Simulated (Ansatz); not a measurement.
```yaml
crystal:
  periodic: [false, false, false]
  atoms:
    - {symbol: Ni, position_ang: [0.000321, 0.000220, -0.000080]}
    - {symbol: N, position_ang: [2.438658, -0.013032, -0.043899]}
    - {symbol: H, position_ang: [2.958956, 0.396731, 1.057097]}
    - {symbol: H, position_ang: [2.928505, 0.745232, -0.956930]}
    - {symbol: H, position_ang: [2.991450, -1.149953, -0.256679]}
    - {symbol: N, position_ang: [0.014460, 2.438671, 0.032559]}
    - {symbol: H, position_ang: [-0.408878, 2.953931, -1.065726]}
    - {symbol: H, position_ang: [1.153993, 2.992289, 0.228676]}
    - {symbol: H, position_ang: [-0.732508, 2.932751, 0.952694]}
    - {symbol: N, position_ang: [-2.438370, 0.012881, -0.005864]}
    - {symbol: H, position_ang: [-2.942025, -0.737952, -0.917519]}
    - {symbol: H, position_ang: [-2.994700, 1.151338, -0.200416]}
    - {symbol: H, position_ang: [-2.941515, -0.406267, 1.099551]}
    - {symbol: N, position_ang: [-0.014612, -2.438450, 0.017303]}
    - {symbol: H, position_ang: [0.389104, -2.946745, -1.091598]}
    - {symbol: H, position_ang: [-1.150905, -2.992759, 0.229867]}
    - {symbol: H, position_ang: [0.748065, -2.938897, 0.920976]}
basis:
  gaussian: {orbitals: "6-31G*"}
total_charge: 2
hamiltonian: {xc: {name: r2SCAN0}, dispersion: d3bjatm}
scf: {omitted_lower_state_checks: [starts]}
output: {forces: true}
```

```sh
$ ansatz run in.yaml --threads 4 --pin off --events-out ev --progress --plain --max-ram 8704MiB
```

Output, abridged:

```
Functional definition: r2SCAN0
1267 factors; integrals over basis functions are off by at most 8.6e-4 eV
mean field evaluation 1: about -47094.6353 eV, gradient 1.9e2 eV
mean field evaluation 2: about -46279.3508 eV, gradient 4.4e2 eV
mean field evaluation 4: about -47120.6786 eV, gradient 1.4e2 eV
mean field evaluation 8: about -47159.4533 eV, gradient 3.1e0 eV
mean field evaluation 16: about -47159.7404 eV, gradient 6.8e-3 eV
mean field -47159.74039198 eV, -1733.0884933851 hartree, gradient 6.6e-5 eV, S^2 0.000000; 0 other end points of the search recorded, 0 dependent functions left out
reference -47159.74040220 eV, -1733.0884937606 hartree; 33, 33 occupied and 87, 87 virtual orbitals, 1267 factors
Total energy: -47159.85636376 eV, -1733.0927552696 hartree
Atom 0 at     0.000321     0.000220    -0.000080 Å, force    -0.001730    -0.000972     0.001137 eV/Å
Atom 1 at     2.438658    -0.013032    -0.043899 Å, force     3.694193     0.114973    -0.064195 eV/Å
Atom 2 at     2.958956     0.396731     1.057097 Å, force    -1.931716    -1.739559    -4.729849 eV/Å
Atom 3 at     2.928505     0.745232    -0.956930 Å, force    -1.823698    -3.232511     3.924705 eV/Å
Atom 4 at     2.991450    -1.149953    -0.256679 Å, force    -2.147542     4.889986     0.917419 eV/Å
Atom 5 at     0.014460     2.438671     0.032559 Å, force    -0.115375     3.693635     0.047798 eV/Å
Atom 6 at    -0.408878     2.953931    -1.065726 Å, force     1.797827    -1.909763     4.717281 eV/Å
Atom 7 at     1.153993     2.992289     0.228676 Å, force    -4.901550    -2.151191    -0.846654 eV/Å
Atom 8 at    -0.732508     2.932751     0.952694 Å, force     3.183988    -1.841618    -3.956344 eV/Å
Atom 9 at    -2.438370     0.012881    -0.005864 Å, force    -3.694814    -0.115434    -0.007402 eV/Å
Atom 10 at    -2.942025    -0.737952    -0.917519 Å, force     1.882940     3.200622     3.922730 eV/Å
Atom 11 at    -2.994700     1.151338    -0.200416 Å, force     2.162624    -4.896884     0.842247 eV/Å
Atom 12 at    -2.941515    -0.406267     1.099551 Å, force     1.858375     1.779798    -4.744180 eV/Å
Atom 13 at    -0.014612    -2.438450     0.017303 Å, force     0.114355    -3.693817     0.021911 eV/Å
Atom 14 at     0.389104    -2.946745    -1.091598 Å, force    -1.713747     1.879441     4.760703 eV/Å
Atom 15 at    -1.150905    -2.992759     0.229867 Å, force     4.887460     2.154253    -0.919233 eV/Å
Atom 16 at     0.748065    -2.938897     0.920976 Å, force    -3.251590     1.869040    -3.888075 eV/Å
Dipole moment:    -0.000172    -0.000102    -0.000081 e Å
Checks for a lower state left out: starts
```

It took 4.4 s on 4 threads of Intel Xeon Platinum 8375C on a shared host.

The 6-31G sets use Cartesian d functions.

The dipole of an ion depends on the origin.
